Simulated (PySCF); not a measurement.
B(H)(Me)(SiMe3), SMILES CB[Si](C)(C)C, GFN2-xTB optimised geometry.

```
19

B      1.12    -0.48     0.00
H      2.30    -0.48     0.00
C      0.42    -1.88    -0.08
H     -0.61    -1.89     0.26
H      0.96    -2.67     0.43
H      0.41    -2.16    -1.13
Si     0.11     1.21     0.00
C     -1.78     1.00     0.26
C      0.31     2.15    -1.67
C      0.69     2.44     1.36
H     -2.30     1.96     0.25
H     -2.22     0.38    -0.52
H     -2.00     0.53     1.21
H     -0.07     1.55    -2.50
H      1.35     2.37    -1.87
H     -0.24     3.09    -1.67
H      1.75     2.67     1.25
H      0.56     2.02     2.35
H      0.14     3.37     1.32
```

Density from PBE0/def2-SVP run with PySCF 2.14.0 at that geometry.

Minimum of the electron density along straight lines between bonded atoms, close to the bond critical point (lines longer than 1.1 times the sum of covalent radii, or with two minima, are not listed):

```csv
bond,length / Å,ρ at the minimum / e bohr⁻³,∇²ρ there / e bohr⁻⁵,position (fraction from the first atom)
B1–H2,1.175,0.178,-0.13,0.43
B1–C3,1.569,0.180,-0.13,0.33
C3–H4,1.087,0.273,-0.98,0.62
C3–H5,1.089,0.271,-0.96,0.62
C3–H6,1.093,0.262,-0.90,0.62
B1–Si7,1.974,0.114,0.13,0.62
Si7–C8,1.919,0.107,0.30,0.38
Si7–C9,1.923,0.105,0.30,0.38
Si7–C10,1.921,0.106,0.30,0.38
C8–H11,1.086,0.271,-0.96,0.62
C8–H12,1.086,0.271,-0.96,0.62
C8–H13,1.087,0.271,-0.96,0.62
C9–H14,1.086,0.271,-0.96,0.62
C9–H15,1.086,0.272,-0.97,0.62
C9–H16,1.086,0.271,-0.97,0.62
C10–H17,1.086,0.272,-0.97,0.62
C10–H18,1.086,0.271,-0.96,0.62
C10–H19,1.086,0.271,-0.97,0.62
```
